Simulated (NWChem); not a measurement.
Molecule: WNHOCl$_{2}$; SMILES [NH]=[W](=[O])([Cl])[Cl]

```xyz
6

W      0.1530    -0.0195     0.0000
O      1.1793     1.3545     0.0000
N      1.1769    -1.4513     0.0000
H      2.1344    -1.8218     0.0000
Cl    -1.0566    -0.0419     1.9482
Cl    -1.0566    -0.0419    -1.9482
```
Atoms are numbered in this order, from 1.

Level: PBE-D3(BJ)/def2-SVP with def2 effective core potentials on W (NWChem), optimised geometry, unscaled harmonic frequencies. def2 effective core potentials on W; no spin-orbit coupling.

Task: List the harmonic frequencies with IR intensities, and the thermochemistry.

Result: 
| frequency (cm⁻¹) | IR intensity (km/mol) |
|---|---|
| 105 | 0.5 |
| 154 | 0.9 |
| 206 | 0.1 |
| 213 | 1.9 |
| 305 | 15.8 |
| 394 | 22.2 |
| 407 | 45.7 |
| 528 | 150.2 |
| 624 | 110.1 |
| 962 | 87.8 |
| 997 | 62.3 |
| 3519 | 177.0 |

- zero-point energy: 12.0 kcal/mol
- thermal correction to the enthalpy at 298.15 K (with zero-point energy): 16.8 kcal/mol
- heat capacity Cv: 21.0 cal/(mol K)
- entropy at 298.15 K and 1 atm (symmetry number 1): 85.9 cal/(mol K)

Rigid rotor and harmonic oscillator.
